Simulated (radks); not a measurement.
Spherical quantum dot in the effective-mass picture: electrons in a parabolic well V = omega^2 r^2 / 2 with omega = 0.679, with a point charge +1 (a donor) at the centre, all in effective atomic units (hartree* = m*/eps^2 hartree, bohr* = eps/m* bohr), one dielectric constant everywhere. Method: non-relativistic Kohn-Sham, r2SCAN, spin-polarised, spherical densities, generalised Kohn-Sham scheme; computed with a radial shooting solver with Libxc functionals. Levels are named by radial order and angular momentum (1s, 1p, 1d, 2s, ...), and open shells are averaged over m. At N = 9 the configuration is 1s2 1p6 2s(up 1, down 0). Does electron 10 go into 1d up or 2s down or 1d down?

Answer. Into 2s down. The total energies of the other choices lie higher by 0.0718 hartree* (1d up), 0.0971 hartree* (1d down).
